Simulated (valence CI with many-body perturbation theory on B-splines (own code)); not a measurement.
## Forbidden lines of Tb²⁵⁺

Method: configuration interaction combined with many-body perturbation theory (CI+MBPT): four valence electrons over a frozen Dirac-Fock core [Kr], a basis of 7 s, 7 p, 8 d, 6 f, 4 g, 1 h functions for each j, with the one-electron correlation potential Σ1, the two-electron term Σ2, the three-electron term Σ3, Breit, model QED; selected CI, second order for the rest, scaled by the run's own slope (own B-spline code, finite nucleus).

No measured spectrum was set against this ion. As an estimate, terms of the open shell hold to 2 to 4 % of their energy, and close levels can change places. The list stops below the first excitations out of the core.

Lines 51 to 100 of 120 in falling wavelength, among levels below 784700 cm⁻¹, chosen from the decays that carry over 1 % of a level's rate. Wavelengths and rates use the calculated energies, so an error of 3000 cm⁻¹ moves a line at 1386 Å by 4.2 % and its rate by three times that or more. Weak lines are less certain than strong ones. Lines between different terms over intervals too small for the method are left out, as are lines whose strength nearly cancels. The highest levels of a list are the least certain. Branching is blank where the lifetime is uncertain.

Levels are named by their leading jj configuration (3d3/2^4 stands for four electrons in 3d with j = 3/2), which in mixed levels can hold well under half, so a name can repeat and another be missing. Letters in brackets count levels of one name in rising energy.

```
λ vac (Å)                      Upper                      Lower  Type   A (s⁻¹)  Branch %
     1386        (4d3/2 4d5/2^3) J=5      (4d3/2^2 4d5/2^2) J=5    M1  1.77e+03      30.3
     1386    (4d3/2 4d5/2^3) J=3 [a]  (4d3/2^2 4d5/2^2) J=2 [a]    M1  5.95e+03      46.0
     1339      (4d3/2^2 4d5/2^2) J=1        (4d3/2^3 4d5/2) J=2    M1  6.20e+03      93.2
     1334    (4d3/2 4d5/2^3) J=4 [b]    (4d3/2 4d5/2^3) J=3 [a]    M1  5.32e+02          
     1328  (4d3/2^2 4d5/2^2) J=2 [d]      (4d3/2^2 4d5/2^2) J=1    M1  4.55e+01       1.9
     1325    (4d3/2 4d5/2^3) J=2 [a]  (4d3/2^2 4d5/2^2) J=2 [b]    M1  1.62e+03      13.6
     1315    (4d3/2 4d5/2^3) J=2 [a]  (4d3/2^2 4d5/2^2) J=3 [b]    M1  2.68e+03      22.5
     1310  (4d3/2^2 4d5/2^2) J=4 [b]        (4d3/2^3 4d5/2) J=3    M1  6.62e+02      64.7
     1310        (4d3/2 4d5/2^3) J=6      (4d3/2^2 4d5/2^2) J=5    M1  3.05e+03      55.6
     1288    (4d3/2 4d5/2^3) J=3 [b]  (4d3/2^2 4d5/2^2) J=2 [b]    M1  1.54e+03          
     1278    (4d3/2 4d5/2^3) J=3 [b]  (4d3/2^2 4d5/2^2) J=3 [b]    M1  3.00e+03          
     1275  (4d3/2^2 4d5/2^2) J=3 [b]        (4d3/2^3 4d5/2) J=3    M1  3.24e+02       9.0
     1266  (4d3/2^2 4d5/2^2) J=2 [b]        (4d3/2^3 4d5/2) J=3    M1  2.13e+01       1.6
     1259    (4d3/2 4d5/2^3) J=2 [b]    (4d3/2 4d5/2^3) J=3 [a]    M1  1.72e+03      16.6
     1245    (4d3/2 4d5/2^3) J=3 [b]  (4d3/2^2 4d5/2^2) J=4 [b]    M1  1.11e+03          
     1245    (4d3/2 4d5/2^3) J=3 [c]  (4d3/2^2 4d5/2^2) J=2 [c]    M1  1.79e+03          
     1242  (4d3/2^2 4d5/2^2) J=4 [b]        (4d3/2^3 4d5/2) J=4    M1  5.16e+01       5.0
     1232    (4d3/2 4d5/2^3) J=1 [b]  (4d3/2^2 4d5/2^2) J=2 [c]    M1  2.64e+03      22.0
     1214  (4d3/2^2 4d5/2^2) J=2 [a]        (4d3/2^3 4d5/2) J=1    M1  5.82e+03      76.8
     1211  (4d3/2^2 4d5/2^2) J=4 [c]  (4d3/2^2 4d5/2^2) J=3 [a]    M1  2.10e+03      32.1
     1210  (4d3/2^2 4d5/2^2) J=3 [b]        (4d3/2^3 4d5/2) J=4    M1  2.96e+03      82.5
     1192    (4d3/2 4d5/2^3) J=3 [c]    (4d3/2 4d5/2^3) J=4 [a]    M1  1.46e+03          
     1189    (4d3/2 4d5/2^3) J=1 [a]  (4d3/2^2 4d5/2^2) J=2 [a]    M1  5.51e+03      31.4
     1164        (4d3/2 4d5/2^3) J=0      (4d3/2^2 4d5/2^2) J=1    M1  8.15e+03          
     1127  (4d3/2^2 4d5/2^2) J=4 [c]  (4d3/2^2 4d5/2^2) J=4 [a]    M1  3.49e+03      53.5
     1121        (4d3/2 4d5/2^3) J=5  (4d3/2^2 4d5/2^2) J=4 [a]    M1  8.20e+02      14.1
     1121    (4d3/2 4d5/2^3) J=4 [b]    (4d3/2 4d5/2^3) J=4 [a]    M1  4.97e+03          
     1117  (4d3/2^2 4d5/2^2) J=3 [b]        (4d3/2^3 4d5/2) J=2    M1  1.97e+02       5.5
     1110  (4d3/2^2 4d5/2^2) J=2 [b]        (4d3/2^3 4d5/2) J=2    M1  5.54e+02      41.3
     1109    (4d3/2 4d5/2^3) J=2 [b]  (4d3/2^2 4d5/2^2) J=2 [c]    M1  2.51e+03      24.2
     1101    (4d3/2 4d5/2^3) J=2 [a]      (4d3/2^2 4d5/2^2) J=1    M1  2.28e+03      19.1
     1083  (4d3/2^2 4d5/2^2) J=2 [d]  (4d3/2^2 4d5/2^2) J=2 [a]    M1  6.27e+01       2.6
     1052    (4d3/2 4d5/2^3) J=1 [a]  (4d3/2^2 4d5/2^2) J=0 [a]    M1  6.63e+03      37.8
    957.8    (4d3/2 4d5/2^3) J=4 [a]        (4d3/2^3 4d5/2) J=3    M1  1.72e+03      21.9
    934.1    (4d3/2 4d5/2^3) J=2 [a]  (4d3/2^2 4d5/2^2) J=3 [a]    M1  3.82e+03      32.0
    926.2  (4d3/2^2 4d5/2^2) J=2 [c]        (4d3/2^3 4d5/2) J=3    M1  7.93e+03      77.7
    915.5    (4d3/2 4d5/2^3) J=3 [b]  (4d3/2^2 4d5/2^2) J=3 [a]    M1  1.13e+03          
    908.2    (4d3/2 4d5/2^3) J=3 [b]  (4d3/2^2 4d5/2^2) J=2 [a]    M1  1.74e+02          
    907.7    (4d3/2 4d5/2^3) J=1 [b]  (4d3/2^2 4d5/2^2) J=2 [b]    M1  2.90e+02       2.4
    892.8    (4d3/2 4d5/2^3) J=3 [c]  (4d3/2^2 4d5/2^2) J=4 [b]    M1  2.64e+02          
    870.7  (4d3/2^2 4d5/2^2) J=2 [b]        (4d3/2^3 4d5/2) J=1    M1  4.90e+02      36.5
    868.0    (4d3/2 4d5/2^3) J=4 [b]  (4d3/2^2 4d5/2^2) J=3 [b]    M1  2.09e+03          
    866.6    (4d3/2 4d5/2^3) J=3 [b]  (4d3/2^2 4d5/2^2) J=4 [a]    M1  1.38e+03          
    842.6    (4d3/2 4d5/2^3) J=3 [a]        (4d3/2^3 4d5/2) J=3    M1  4.79e+02       3.7
    840.0  (4d3/2^2 4d5/2^2) J=2 [c]        (4d3/2^3 4d5/2) J=2    M1  1.44e+03      14.1
    835.3    (4d3/2 4d5/2^3) J=2 [b]  (4d3/2^2 4d5/2^2) J=3 [b]    M1  1.15e+03      11.1
    796.4    (4d3/2 4d5/2^3) J=1 [b]      (4d3/2^2 4d5/2^2) J=1    M1  1.33e+03      11.0
    777.8  (4d3/2^2 4d5/2^2) J=0 [b]      (4d3/2^2 4d5/2^2) J=1    M1  1.59e+03          
    770.7    (4d3/2 4d5/2^3) J=3 [a]        (4d3/2^3 4d5/2) J=2    M1  1.31e+03      10.1
    769.2  (4d3/2^2 4d5/2^2) J=4 [c]        (4d3/2^3 4d5/2) J=3    M1  4.46e+02       6.8
```
